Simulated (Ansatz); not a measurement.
Start from `CC[Si](Cl)(CC)CC` and change one atom or group to get `C=C[Si](Cl)(CC)CC`.

Ansatz, PBE0-D4/def2-TZVP geometries, multiplicity 1. Each molecule was computed in one conformer, which needn't be the lowest.

```csv
property,`CC[Si](Cl)(CC)CC`
LUMO energy (PBE0/def2-TZVPP) / eV,0.76
HOMO energy (ωB97M-V/def2-TZVPP) / eV,-10.08
size of the dipole moment (ωB97M-V/def2-TZVPP) / D,2.12
LUMO energy (PBE/def2-TZVPP) / eV,-0.03
size of the dipole moment (B3LYP/def2-TZVPP) / D,2.13
LUMO energy (ωB97M-V/def2-TZVPP) / eV,2.20
```

(1) What does the change do to each property? (An estimate is asked.)

Results:

(1) Ansatz gave: 
```json
{"property": "LUMO energy (PBE0/def2-TZVPP) / eV", "`C=C[Si](Cl)(CC)CC`": "-0.57", "shift": "-1.33"}
{"property": "HOMO energy (ωB97M-V/def2-TZVPP) / eV", "`C=C[Si](Cl)(CC)CC`": "-10.07", "shift": "0.01"}
{"property": "size of the dipole moment (ωB97M-V/def2-TZVPP) / D", "`C=C[Si](Cl)(CC)CC`": "2.17", "shift": "0.05"}
{"property": "LUMO energy (PBE/def2-TZVPP) / eV", "`C=C[Si](Cl)(CC)CC`": "-1.57", "shift": "-1.54"}
{"property": "size of the dipole moment (B3LYP/def2-TZVPP) / D", "`C=C[Si](Cl)(CC)CC`": "2.16", "shift": "0.03"}
{"property": "LUMO energy (ωB97M-V/def2-TZVPP) / eV", "`C=C[Si](Cl)(CC)CC`": "1.50", "shift": "-0.70"}
```

Dipoles are sizes alone; their direction can turn.

Positive LUMOs are unbound, so they and the gaps depend on the basis.

B3LYP here is the variant with VWN-RPA as its local correlation; programs differ in this.
